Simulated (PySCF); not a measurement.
Compound: CH₄N₂OSi.
SMILES with atom numbers: `[N:1]#[C:2][Si@H:3]([NH2:4])[OH:5]` (hydrogens: H6 on Si3; H7, H8 on N4; H9 on O5)

Computed, not measured: EOM-IP-CCSD/aug-cc-pVDZ in PySCF, restricted Hartree–Fock reference, frozen core, non-relativistic, gas phase, PBE0-D3(BJ)/def2-SVP geometry.

Hartree–Fock orbital energies give these Koopmans values (eV): HOMO 11.94, HOMO-1 12.92, HOMO-2 13.03, HOMO-3 14.25, HOMO-4 14.45, HOMO-5 15.56, HOMO-6 15.97, HOMO-7 17.54.

Question: What vertical ionisation energies does EOM-IP-CCSD give?

Answer: 
| leading hole (HF orbital) | Koopmans (eV) | EOM-IP-CCSD (eV) | change (eV) | one-hole share |
| --- | --- | --- | --- | --- |
| HOMO | 11.94 | 10.68 | -1.26 | 0.94 |
| HOMO-3 | 14.25 | 12.30 | -1.95 | 0.94 |
| HOMO-1 | 12.92 | 12.71 | -0.21 | 0.95 |
| HOMO-2 | 13.03 | 12.89 | -0.14 | 0.95 |
| HOMO-4 | 14.45 | 13.08 | -1.37 | 0.94 |
| HOMO-5 | 15.56 | 13.73 | -1.83 | 0.94 |
| HOMO-6 | 15.97 | 14.47 | -1.50 | 0.94 |
| HOMO-7 | 17.54 | 15.88 | -1.66 | 0.93 |

Question: Does the order of the lines follow the orbital energies?

Answer: No: the HOMO-3 hole (12.30 eV) falls below the HOMO-1 hole (12.71 eV); the HOMO-3 hole (12.30 eV) falls below the HOMO-2 hole (12.89 eV). The corrections run from -1.95 to -0.14 eV, with a mean of -1.24 eV over the 8 lines; no line lies above its Koopmans value. Koopmans values leave out both the relaxation of the orbitals and the change in correlation energy.

Question: At what kinetic energies would He I light (21.22 eV) eject these electrons?

Answer: 10.54 eV (HOMO), 8.92 eV (HOMO-3), 8.51 eV (HOMO-1), 8.33 eV (HOMO-2), 8.14 eV (HOMO-4), 7.49 eV (HOMO-5), 6.75 eV (HOMO-6), 5.34 eV (HOMO-7).

One root was sought for each valence orbital with −ε under 21 eV, eight at most, so deeper holes and satellites are missing; no vibrational structure.

The run took 4.3 min of wall time on an Arm Neoverse V2 with one thread (shared host), and the process peaked at 2.9 GiB of memory.

The values belong to the conformer `[N:1]#[C:2][Si@H:3]([NH2:4])[OH:5]`: H–N4–Si3–C2 -29°, H–N4–Si3–C2 166°, H–O5–Si3–C2 56°.
